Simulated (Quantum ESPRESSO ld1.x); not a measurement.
The numbers below are computed, except where a source is named.
Species: Mn4+. Configuration: [Ne] 3s1.5 3p6 3d3 4f0.5 (fractional occupations, a model configuration). Code: ld1.x of Quantum ESPRESSO 7.5. Model: Dirac Kohn-Sham, LDA (Slater exchange, Gunnarsson-Lundqvist correlation), spin-unpolarised, spherical densities, point nucleus; open shells fill j = l - 1/2 first.

Radial electron density D(r) = 4 pi r^2 rho(r):

r (bohr),D(r) (e/bohr)
0.007948,5.967
0.01043,9.002
0.01369,13.07
0.01812,18.20
0.02378,23.51
0.03121,27.95
0.0413,30.03
0.05421,28.75
0.07173,25.26
0.09415,23.35
0.1236,26.01
0.1635,31.51
0.2146,32.43
0.2817,24.87
0.3727,14.58
0.4893,11.37
0.6422,13.52
0.8497,12.62
1.115,7.316
1.464,2.574
1.937,0.5721
2.542,0.1972
3.337,0.1670
4.416,0.1060
5.796,0.03115
7.607,0.003198

D(r) has 3 maxima, at r = 0.0426, 0.195, 0.713 bohr, and minima at 0.0934, 0.474 bohr, inside which lie 2.12, 10.63 electrons.
